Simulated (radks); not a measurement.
Question: Xe23+, 31 electrons, occupied as [Ar] 3d10 4s2 4p1 (the NIST ground configuration). Method: non-relativistic Kohn-Sham, PBE, spin-polarised, spherical densities, point nucleus; open shells are filled with parallel spins first (spin-orbit coupling, left out, can overturn this in heavy ions); relativity is left out, which matters for an element this heavy; computed with a radial shooting solver on a logarithmic mesh with Libxc functionals. Some entries of the table are withheld. Estimate them.

| orbital | occ. | eigenvalue (Ry) | <1/r> (bohr^-1) |
|---|---|---|---|
| 1s up | 1 | -2472.159 | 53.47 |
| 1s down | 1 | -2472.122 | 53.47 |
| 2s up | 1 | -418.1295 | 12.31 |
| 2s down | 1 | -418.1093 | 12.31 |
| 2p up | 3 | -396.7467 | 12.32 |
| 2p down | 3 | -396.7129 | 12.32 |
| 3s up | 1 | -123.2257 | 4.566 |
| 3s down | 1 | -123.1809 | 4.567 |
| 3p up | 3 | -114.2087 | 4.499 |
| 3p down | 3 | -114.1592 | 4.500 |
| 3d up | 5 | -97.61966 | 4.379 |
| 3d down | 5 | -97.57380 | 4.381 |
| 4s up | 1 | (1) | 2.152 |
| 4s down | 1 | (2) | 2.152 |
| 4p up | 1 | -51.55317 | 2.095 |
| 4p down | 0 | -51.27906 | 2.095 |
| 4d up | 0 | -45.36944 | (3) |
| 4d down | 0 | -45.10872 | (4) |
| 5s up | 0 | -31.26795 | 1.258 |
| 5s down | 0 | -31.14125 | 1.257 |

Answer: 
(1) 4s up eigenvalue (Ry): -55.10669
(2) 4s down eigenvalue (Ry): -54.82935
(3) 4d up <1/r> (bohr^-1): 1.983
(4) 4d down <1/r> (bohr^-1): 1.984
